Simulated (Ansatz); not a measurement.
`O[Si]([SiH3])([SiH3])S` → 8 H• + O• + S• + 3 Si•  (atomization)

Calculated with Ansatz (gas phase, PBE0-D4/def2-TZVP geometries, no zero-point term in ΔE). CCSD(T)/CBS is the MP2 limit (def2-TZVPP, def2-QZVPP) plus CCSD(T) − MP2 in def2-TZVPP, frozen cores. This one scheme is used for every species, atoms too. Functionals use def2-TZVPP. Open shells (•) are unrestricted, without spin–orbit coupling. Spin–orbit coupling would lower the free atoms: a little for O, S, Si. One conformer a species, not always the lowest.

```tsv
level	ΔE (kJ/mol)	difference from CCSD(T)/CBS
PBE-D4	4042.3	-24.3
r2SCAN-D4	4060.1	-6.5
PBE0-D4	4008.7	-57.9
ωB97X-V	4092.4	25.8
ωB97M-V	4059.8	-6.8
PBE	4005.1	-61.5
PBE0	3976.4	-90.2
HF/def2-TZVPP	2979.9	-1086.7
MP2/def2-TZVPP	3947.5	-119.1
SCS-MP2/def2-TZVPP	3970.4	-96.2
CCSD/def2-TZVPP	3893.5	-173.1
CCSD(T)/def2-TZVPP	3944.0	-122.6
SCS-MP2/def2-QZVPP	4052.1	-14.5
HF/CBS(def2)	2988.3	-1078.3
MP2/CBS(def2)	4070.1	3.5
CCSD/CBS(def2)	4016.0	-50.6
CCSD(T)/CBS	4066.6	0
```

Largest T1 diagnostic among the species: 0.013.

In def2-TZVPP, CCSD(T) changes the Hartree–Fock value by +964.1 kJ/mol (the triples alone add +50.6 kJ/mol) and MP2 by +967.6 kJ/mol; breaking electron pairs costs correlation energy, which Hartree–Fock lacks. From PBE to PBE0 (25 % exact exchange), in def2-TZVPP and without D4, ΔE moves by −28.8 kJ/mol: exact exchange takes away binding that semilocal exchange gives to molecules. The D4 term adds +60.4 kJ/mol with B3LYP and +32.3 kJ/mol with PBE0; it sums over pairs of atoms, weighted by their polarisabilities, and B3LYP, whose exchange is more repulsive, gets the larger term.

B3LYP here is the variant with VWN-RPA as its local correlation; programs differ in this.

For atomizations the MP2-based limit and the directly extrapolated one differ by several kJ/mol either way, and by 10 to 25 for some Ge, Se and Sn compounds, so smaller differences from it don't rank the levels.
